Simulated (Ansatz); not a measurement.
Computed with Ansatz on PBE0-D4/def2-TZVP structures; ΔE is electronic, products minus reactants. CBS: MP2 limit from def2 TZ/QZ plus the TZ coupled-cluster correction, frozen cores. DFT in def2-TZVPP. B3LYP here is the variant with VWN-RPA as its local correlation; programs differ in this. One conformer a species, not always the lowest.

Reaction (ligand exchange at the Si–C bond): `C=C1OC1[SiH3]` + `C=C[SiH2]S` → `C=C[SiH2]S[SiH3]` + `C=C1CO1`

```json
{"level": "B3LYP", "ΔE (kcal/mol)": "-15.1"}
{"level": "CCSD(T)/def2-TZVPP", "ΔE (kcal/mol)": "-16.3"}
```

(1) What does CCSD(T)/CBS give? (Best estimate.)

Largest T1 diagnostic among the species: 0.014.

Results:

(1) Ansatz gave: -17.1 kcal/mol. The listed levels differ from it by 2.0, 0.8 kcal/mol.

From PBE to PBE0 (25 % exact exchange), in def2-TZVPP and without D4, ΔE moves by −0.9 kcal/mol. The D4 term adds −1.6 kcal/mol with B3LYP and −0.9 kcal/mol with PBE0; it sums over pairs of atoms, weighted by their polarisabilities, and B3LYP, whose exchange is more repulsive, gets the larger term.

CCSD(T)/CBS has its own doubt, a few kJ/mol and more with outer-core shells, so smaller differences from it don't rank the levels.
